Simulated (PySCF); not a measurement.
# Correlation energy of Cl (chlorine, neutral)

[Ne] 3s1 3p6, 2S determinant (an excited configuration). Calculation: PySCF 2.14, in aug-cc-pV(Q+d)Z (7s6p5d3f2g, 89 functions); no relativity, point nucleus. Frozen: [Ne]; 7 electrons correlated.

```tsv
level	correlation energy (mhartree)
CCSD	-338.39
(T)	-46.40
CCSD(T)	-384.79
```

Diagnostics: T1 = 0.023, D1 = 0.0497, largest double amplitude 0.186.

A double-excitation amplitude exceeds 0.15, a sign of near-degeneracy.

Cost of the coupled-cluster step: about 23 core-seconds, for 7 correlated electrons.

Iterations:

```
CC2 = 0
CCSD nocc = (np.int64(4), np.int64(3)), nmo = (84, 84)
frozen orbitals [[0, 1, 2, 3, 4], [0, 1, 2, 3, 4]]
max_cycle = 100
direct = 0
conv_tol = 1e-08
conv_tol_normt = 1e-06
diis_space = 8
diis_start_cycle = 0
Init t2, MP2 energy = -0.267830993179113
Init E_corr(UCCSD) = -0.267830993179671
cycle = 1  E_corr(UCCSD) = -0.29611703896556  dE = -0.0282860458  norm(t1,t2) = 0.150459
cycle = 2  E_corr(UCCSD) = -0.31438773989737  dE = -0.0182707009  norm(t1,t2) = 0.100379
cycle = 3  E_corr(UCCSD) = -0.339769446591724  dE = -0.0253817067  norm(t1,t2) = 0.066113
cycle = 4  E_corr(UCCSD) = -0.335869000079248  dE = 0.00390044651  norm(t1,t2) = 0.0124737
cycle = 5  E_corr(UCCSD) = -0.338359788067421  dE = -0.00249078799  norm(t1,t2) = 0.0091359
cycle = 6  E_corr(UCCSD) = -0.338484392393166  dE = -0.000124604326  norm(t1,t2) = 0.00189568
cycle = 7  E_corr(UCCSD) = -0.338364271706183  dE = 0.000120120687  norm(t1,t2) = 0.00111036
cycle = 8  E_corr(UCCSD) = -0.33843323597656  dE = -6.89642704e-05  norm(t1,t2) = 0.000757268
cycle = 9  E_corr(UCCSD) = -0.338375993811292  dE = 5.72421653e-05  norm(t1,t2) = 0.000284874
cycle = 10  E_corr(UCCSD) = -0.338395376098106  dE = -1.93822868e-05  norm(t1,t2) = 7.32125e-05
cycle = 11  E_corr(UCCSD) = -0.338393575045807  dE = 1.8010523e-06  norm(t1,t2) = 9.21259e-06
cycle = 12  E_corr(UCCSD) = -0.33839422360873  dE = -6.48562923e-07  norm(t1,t2) = 3.3287e-06
cycle = 13  E_corr(UCCSD) = -0.338394222450182  dE = 1.15854876e-09  norm(t1,t2) = 8.18354e-07
UCCSD converged
E(UCCSD) = -459.2612224774044  E_corr = -0.3383942224501816
UCCSD(T) correction = -0.0464026106014094
```
